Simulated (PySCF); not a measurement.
Trend along the alkali metals: MN molecules

CCSD(T) with triple-zeta basis sets in PySCF, for the lowest determinant that a PBE0 search found; no spin–orbit coupling. De refers to high-spin ground-configuration atoms.

```tsv
M	basis	reference, frozen orbitals	state (unpaired electrons)	Re (Å)	ωe (cm⁻¹)	De (eV)
Li	x2c-TZVPPall	UHF, 1	triplet (π ↑↑)	1.870	666	1.36
Na	def2-TZVPP	ROHF, 2	triplet (π ↑↑)	2.241	381	0.75
Rb	def2-TZVPP	ROHF, 1	triplet (π ↑↑)	2.749	259	0.50
```

**Question.** The row for M = K is missing. Estimate Re, ωe and De as the mean of the rows for Na and Rb, and compare with the calculation.

**Answer.** The means are 2.495 Å, 320 cm⁻¹ and 0.62 eV. ROHF-CCSD(T) in def2-TZVPP gives KN as a triplet (π ↑↑) with Re = 2.602 Å, ωe = 299 cm⁻¹, De = 0.57 eV, so the estimate is off by -10.7 pm, +7 % and +0.06 eV.

The rows differ in basis set, which adds steps of its own.

Correlated steps freeze the inner cores (1 to 6 orbitals); shallow outer-core shells are correlated. UHF and ROHF references stand side by side, which adds small steps between rows. Spin–orbit coupling is left out. The CCSD T1 diagnostic is raised in KN, NaN, RbN, a sign that a single reference may not be enough there. States were picked by a PBE0 search and need not be the measured ground states.
